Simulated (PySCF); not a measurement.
# Computed records: CH4B2F, CH6AlBO, CH4AlBO

All values are calculated (PySCF 2.14.0). Calculation on a computer-drawn molecule: the log of a Hartree-Fock and frozen-core CCSD(T) single point meant for a local Hartree-Fock minimum, with one planted fault or none, to be diagnosed. Offsets are logged minus clean, where the clean run is the same molecule without the fault. The reference is restricted for singlets and unrestricted otherwise, and also for a bond in bohr or an excited solution. Adding or removing an electron swaps singlet and doublet. The excited solution moves the top pair (singlet) or top alpha electron (doublet) to the lowest empty orbital. Highest occupied and lowest empty are orbital energies over both spins, largest force is the largest gradient component, triples share is (T) over the correlation energy, the T1 limit is 0.02 restricted and 0.045 unrestricted, electrons count all cores, a negative frequency is imaginary (commonest isotopes), and the dipole is about the centre of nuclear charge.

Common to all runs: meant multiplicity 1; logged SCF converged yes; possible faults no fault, one electron removed, one electron added, multiplicity raised by two, geometry at a saddle point, SCF held on an excited solution, minimal basis STO-3G, one bond length entered in bohr, all coordinates scaled.

(1) 
```xyz
8
formula=CH4B2F meant_charge=1 meant_basis=cc-pVDZ logged_electrons=28 logged_basis_functions=76 logged_spin_squared=0 logged_highest_occupied=-13.322 logged_lowest_empty=-11.769 logged_largest_force=0.12713 logged_CC_converged=no logged_dipole_magnitude=4.1637 logged_SCF_stable_within_its_kind=no logged_energy_HF=-188.28566 planted_fault=SCF_held_on_an_excited_solution HF_energy_offset_from_clean_run=289.8
C     -2.6011    -0.6319    -0.3289
B     -1.9973     0.6396     0.3060
B     -0.3892     1.1785    -0.2038
F      0.7226     1.5575    -0.5467
H     -3.3479    -1.0882     0.3216
H     -3.1471    -0.2631    -1.2163
H     -1.8925    -1.3813    -0.6809
H     -2.4875     1.3918     1.0842
```

Units: logged_highest_occupied, logged_lowest_empty in eV; logged_largest_force in hartree/bohr; logged_dipole_magnitude in debye; logged_energy_HF in hartree; HF_energy_offset_from_clean_run in kcal/mol.

Drawn bonds:
```
atom  other atom  order
   1           2      1
   2           3      1
   3           4      1
   1           5      1
   1           6      1
   1           7      1
   2           8      1
```

Notes: CCSD not converged.

(2) 
```xyz
10
formula=CH6AlBO meant_charge=0 meant_basis=cc-pV(D+d)Z logged_electrons=38 logged_basis_functions=95 logged_spin_squared=0.7125 logged_highest_occupied=-11.022 logged_lowest_empty=1.4563 logged_largest_force=0.018306 logged_T1_diagnostic=0.055188 logged_D1_diagnostic=0.2617 logged_triples_share=0.031688 logged_CC_converged=yes logged_dipole_magnitude=1.3152 logged_SCF_stable_within_its_kind=yes logged_energy_HF=-382.80944 logged_energy_CCSD(T)=-383.34103
C     -0.7331     0.3884    -0.6826
B      0.8013     0.7478    -0.8058
O      1.4535     0.7279    -1.9826
Al     2.3719     0.7372    -3.3952
H     -1.7673     1.9812     0.1458
H     -0.8662    -0.4484     0.0132
H     -1.1999     0.1272    -1.6356
H      1.4235     1.0538     0.1876
H      3.0981    -0.5915    -3.8145
H      2.4415     2.0705    -4.2237
```

Units: logged_highest_occupied, logged_lowest_empty in eV; logged_largest_force in hartree/bohr; logged_dipole_magnitude in debye; logged_energy_HF, logged_energy_CCSD(T) in hartree.

Drawn bonds:
```
atom  other atom  order
   1           2      1
   2           3      1
   3           4      1
   1           5      1
   1           6      1
   1           7      1
   2           8      1
   4           9      1
   4          10      1
```

Notes: T1 above single-reference limit.

(3) 
```xyz
8
formula=CH4AlBO meant_charge=0 meant_basis=cc-pV(D+d)Z logged_electrons=36 logged_basis_functions=28 logged_spin_squared=0 logged_highest_occupied=-5.4934 logged_lowest_empty=8.7602 logged_largest_force=0.064487 logged_T1_diagnostic=0.020102 logged_D1_diagnostic=0.076102 logged_triples_share=0.032638 logged_CC_converged=yes logged_dipole_magnitude=2.8778 logged_SCF_stable_within_its_kind=yes logged_energy_HF=-377.04321 logged_energy_CCSD(T)=-377.25223
C     -0.6301    -0.8547     0.4024
B      0.0729    -0.1772    -0.8410
O      0.3692     1.1402    -0.8771
Al     0.7970     2.7806    -1.0566
H      0.0042    -1.6576     0.7969
H     -0.8550    -0.1572     1.2129
H     -1.5618    -1.3396     0.0875
H      0.3615    -0.8570    -1.8016
```

Units: logged_highest_occupied, logged_lowest_empty in eV; logged_largest_force in hartree/bohr; logged_dipole_magnitude in debye; logged_energy_HF, logged_energy_CCSD(T) in hartree.

Drawn bonds:
```
atom  other atom  order
   1           2      1
   2           3      1
   3           4      1
   1           5      1
   1           6      1
   1           7      1
   2           8      1
```

Notes: T1 above single-reference limit.

Q: Which fault was planted in the run of CH6AlBO (entry 2)?
A: one bond length entered in bohr, row 4 of the drawn bonds

Q: Which fault was planted in the run of CH4AlBO (entry 3)?
A: minimal basis STO-3G

Further results for CH6AlBO (entry 2):

```
HF energy offset from clean run      : 78.11 kcal/mol
CCSD(T) energy offset from clean run : 80.72 kcal/mol
```

Further results for CH4AlBO (entry 3):

```
HF energy offset from clean run      : 2968 kcal/mol
CCSD(T) energy offset from clean run : 3157 kcal/mol
```
